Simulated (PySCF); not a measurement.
Compound: C₅H₁₀O₂.
Bonds: C1–C2, C2–O3 (double), C2–O4, O4–C5, C5–C6, C5–C7. Hydrogens: H8, H9, H10 on C1; H11 on C5; H12, H13, H14 on C6; H15, H16, H17 on C7.

Structure optimised with GFN2-xTB, isolated species.

Question: What internal coordinates does the optimisation give?

Answer: 
| bond | length (Å) |
| --- | --- |
| C1–C2 | 1.508 |
| C2=O3 | 1.203 |
| C2–O4 | 1.334 |
| O4–C5 | 1.438 |
| C5–C6, C5–C7 | 1.523 |
| C1–H8, C1–H9, C1–H10 | 1.087 |
| C5–H11 | 1.098 |
| C6–H12 and 5 like bonds | 1.087 |

Bonds in one row agree within 0.01 Å and their mean is given. A selection of angles:
| angle | degrees |
| --- | --- |
| C2–C1–H8 | 109.3 |
| H8–C1–H9 | 110.1 |
| H8–C1–H10 | 108.1 |
| C1–C2–O3 | 125.0 |
| C1–C2–O4 | 110.7 |
| O3–C2–O4 | 124.3 |
| C2–O4–C5 | 117.6 |
| O4–C5–C6 | 107.1 |
| O4–C5–C7 | 109.6 |
| O4–C5–H11 | 107.7 |
| C6–C5–C7 | 112.2 |
| C6–C5–H11 | 110.6 |
| C7–C5–H11 | 109.4 |
| C5–C6–H12 | 109.8 |
| H12–C6–H13 | 109.2 |

Torsions: C1–C2–O4–C5 179° (antiperiplanar); C2–O4–C5–C6 155° (antiperiplanar). The mirror-image conformer, all signs reversed, is as good.

The 3 C–O bonds span 1.203 Å (C2=O3, drawn double) to 1.438 Å (O4–C5, drawn single), a spread of 0.235 Å. O4 (ester single-bonded oxygen) is bent (angle 117.6°). Of the pairs four or more bonds apart, O3···H11 is among the closest relative to their van der Waals radii: 2.38 Å, 87 % of the sum of Bondi's values.

Point group: C1 (no symmetry element, even within 0.4 Å). No GFN2-xTB frequencies stand behind this structure, so it isn't proved a minimum. The numbers are those of one conformer.

These are computed values.
